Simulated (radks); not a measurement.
The numbers below are computed, except where a source is named.
Task: The arsenic ion As+, configuration [Ar] 3d9.5 4s2 4p2.5 (fractional occupations, a model configuration). Code: a radial shooting solver on a logarithmic mesh with Libxc functionals. Model: scalar-relativistic Kohn-Sham, AM05, spin-polarised, spherical densities, finite nucleus; open shells are filled with parallel spins first; Fermi nuclear charge, rms radius 4.0968 fm. Some entries of the table are withheld. Estimate them.

orbital  occ.  eigenvalue (hartree)  <r> (bohr)  r(max) (bohr)
1s up       1             -430.5703     0.04555        0.02977
1s down     1             -430.5651     0.04555        0.02977
2s up       1             -55.18186      0.2030         0.1703
2s down     1             -55.16200      0.2030         0.1703
2p up       3             -48.49198      0.1774         0.1364
2p down     3             -48.47446      0.1773         0.1364
3s up       1              -7.55187      0.5968         0.5213
3s down     1              -7.52052      0.5970         0.5215
3p up       3              -5.48027      0.6142         0.5199
3p down     3              -5.44821      0.6141         0.5202
3d up       5                   (1)      0.6647         0.4725
3d down   4.5                   (2)      0.6623         0.4728
4s up       1              -0.94228       1.826          1.568
4s down     1              -0.85104       1.830          1.554
4p up     2.5              -0.55592       2.201          1.840
4p down     0              -0.46759       2.273          1.841

Result: 
(1) 3d up eigenvalue (hartree): -2.06720
(2) 3d down eigenvalue (hartree): -2.03096
